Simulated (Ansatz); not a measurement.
Job for Ansatz (an electronic-structure program): R-SVWN5/def2-TZVPP on GeH4SSe (SMILES S[Se][GeH3]), a point of a torsion scan.

Ansatz 0.2 input:
```yaml
crystal:
  periodic: [false, false, false]
  atoms:
    - {symbol: S, position_ang: [2.31476178, -0.01874836, 0.63794229]}
    - {symbol: Se, position_ang: [0.58762565, -1.36208122, 0.61210883]}
    - {symbol: Ge, position_ang: [-1.12795537, 0.17848711, 0.14632676]}
    - {symbol: H, position_ang: [2.75930389, -0.28841347, -0.59146821]}
    - {symbol: H, position_ang: [-0.51664291, 1.40797424, -0.45731123]}
    - {symbol: H, position_ang: [-2.10888690, -0.42912795, -0.81248850]}
    - {symbol: H, position_ang: [-1.87196381, 0.57572808, 1.38898020]}
basis:
  gaussian:
    orbitals: def2-TZVPP
hamiltonian:
  xc: {name: SVWN5}
scf: {lower_state_search: off}
```

The log:

```
WARN ansatz: RAYON_NUM_THREADS=1 ignored (pool sized by the plan → 1); use --threads N
Functional definition: SVWN5
these checks for a lower state are left out or cut short: stability, starts, cluster_reference, orbital_swaps, neighbouring_geometries, increment
integrals: 0.13 GiB planned
1265 factors; their error is unknown
mean field: 0.78 GiB planned
mean field evaluation 1: about -132551.6071 eV, gradient 3.4e1 eV
mean field evaluation 2: about -132551.5200 eV, gradient 3.8e1 eV
mean field evaluation 4: about -132553.1370 eV, gradient 3.7e0 eV
mean field evaluation 8: about -132553.1717 eV, gradient 6.9e-2 eV
mean field evaluation 16: about -132553.1292 eV, gradient 5.6e-5 eV
mean field -132553.12923097 eV, -4871.2376515003 hartree, gradient 7.5e-6 eV, S^2 0.000000; 0 other end points of the search recorded, 0 dependent functions left out
reference -132553.12926640 eV, -4871.2376528023 hartree; 43, 43 occupied and 151, 151 virtual orbitals, 1265 factors
Total energy: -132553.12926640 eV, -4871.2376528023 hartree
Checks for a lower state left out: stability, starts, cluster_reference, orbital_swaps, neighbouring_geometries, increment
```

Self-consistency was reached.

Cost: around 3 core-seconds (rough).
